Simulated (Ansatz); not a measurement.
`P[SiH2][GaH2]` and `C[SiH2][GaH2]` differ in one atom or group.

Ansatz, PBE0-D4/def2-TZVP geometries, multiplicity 1. Each molecule was computed in one conformer, which needn't be the lowest.

Scalar relativity is left out up to krypton.

| property | `P[SiH2][GaH2]` |
| --- | --- |
| HOMO–LUMO gap (ωB97M-V/def2-TZVPP) / eV | 8.96 |
| HOMO–LUMO gap (B3LYP/def2-TZVPP) / eV | 4.78 |
| size of the dipole moment (ωB97M-V/def2-TZVPP) / D | 0.63 |
| zero-point energy (PBE0-D4/def2-TZVP) / kJ/mol | 125.2 |
| size of the dipole moment (PBE/def2-TZVPP) / D | 0.64 |
| HOMO energy (PBE/def2-TZVPP) / eV | -6.44 |

**Question.** What does the change do to each property? (Estimate.)

**Answer.** Ansatz gave: 
| property | `C[SiH2][GaH2]` | shift |
| --- | --- | --- |
| HOMO–LUMO gap (ωB97M-V/def2-TZVPP) / eV | 9.05 | 0.09 |
| HOMO–LUMO gap (B3LYP/def2-TZVPP) / eV | 4.87 | 0.09 |
| size of the dipole moment (ωB97M-V/def2-TZVPP) / D | 0.90 | 0.27 |
| zero-point energy (PBE0-D4/def2-TZVP) / kJ/mol | 174.2 | 49.0 |
| size of the dipole moment (PBE/def2-TZVPP) / D | 0.97 | 0.33 |
| HOMO energy (PBE/def2-TZVPP) / eV | -6.26 | 0.18 |

With PBE0 the HOMO rises by 0.18 eV and the LUMO rises by 0.24 eV, so the gap widens by about 0.06 eV. PBE moves the HOMO by 0.18 eV and ωB97M-V by 0.14 eV. The zero-point energy changes by 49.0 kJ/mol with +3 modes. Dipoles are sizes alone; their direction can turn.

B3LYP here is the variant with VWN-RPA as its local correlation; programs differ in this.
